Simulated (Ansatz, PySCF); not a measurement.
Gas-phase reaction (SMILES): O[SiH](O)O [trihydroxysilane] + F (HF) -> O[Si](O)(O)F + [H][H] (H2); hydrogen fluoride cleaves one Si-H bond, a model of a ligand-exchange step.

Each molecule is optimised on its own at B3LYP-D3(BJ)/def2-TZVP (Ansatz, a quantum-chemistry and plane-wave program), one conformer each, not searched for the lowest. Valence correlation only, unless marked. Spin-orbit coupling is left out. No relativistic terms. CBS marks a two-point X^-3 extrapolation of the correlation energy; Hartree-Fock from the larger set. Thermal terms are rigid-rotor harmonic-oscillator values from B3LYP-D3(BJ) frequencies (Ansatz or PySCF) at 298.15 K and 1 atm. 1 Eh = 627.5095 kcal/mol.

```tsv
species	E, CCSD(T)/CBS(aug-cc-pV(T+d)Z,aug-cc-pV(Q+d)Z) (Ansatz) (Eh)	E, PBE0-D4/def2-TZVPD (Ansatz + dftd4) (Eh)	H - E (Eh)
O[SiH](O)O	-517.15971	-517.48486	0.05830
F (HF)	-100.39216	-100.39487	0.01259
O[Si](O)(O)F	-616.43143	-616.76145	0.05355
[H][H] (H2)	-1.17444	-1.16831	0.01336
```

Question: Work out ΔE and ΔH at 298.15 K at the first level, then ΔH at the second.

Answer: 
1. ΔE = [(-616.43143) + (-1.17444)] - [(-517.15971) + (-100.39216)] = -0.05400 Eh = -33.9 kcal/mol at CCSD(T)/CBS(aug-cc-pV(T+d)Z,aug-cc-pV(Q+d)Z).
2. The terms H - E add up to -0.00398 Eh, so ΔH = (-0.05400 + (-0.00398))×627.5095 = -36.4 kcal/mol.
3. At PBE0-D4/def2-TZVPD the same steps give ΔE = -31.4 and ΔH = -33.9 kcal/mol, a shift of +2.5 from the first level.
4. These values are not checked against measurement here, since the tables used lack a sound gas-phase enthalpy of formation for at least one species.
